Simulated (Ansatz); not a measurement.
Ansatz (a quantum-chemistry and plane-wave program) input (PBE0/cc-pVDZ):

Ansatz 0.2 input:
```yaml
crystal:
  periodic: [false, false, false]
  atoms:
    - {symbol: H, position_ang: [0.00000000, 0.00000000, 0.00000000]}
basis:
  gaussian:
    orbitals: cc-pVDZ
hamiltonian:
  xc: {name: PBE0}
magnetization: {spin_polarized: true, initial_magnetization: 1}
scf: {lower_state_search: full}
```

Output:

```
Functional definition: PBE0
integrals: 0.00 GiB planned
46 factors; their error is unknown
mean field: 0.04 GiB planned
mean field evaluation 1: about -13.6123 eV, gradient 3.3e-1 eV
mean field evaluation 2: about -13.6137 eV, gradient 2.0e-2 eV
mean field evaluation 4: about -13.6136 eV, gradient 2.1e-5 eV
mean field evaluation 8: about -13.6123 eV, gradient 3.3e-1 eV
mean field evaluation 16: about -13.3693 eV, gradient 4.3e0 eV
mean field -13.61356301 eV, -0.5002892129 hartree, gradient 2.2e-5 eV, S^2 0.750000; 2 other end points of the search recorded, 0 dependent functions left out
reference -13.61358084 eV, -0.5002898683 hartree; 1, 0 occupied and 4, 5 virtual orbitals, 46 factors
Total energy: -13.61358084 eV, -0.5002898683 hartree
```
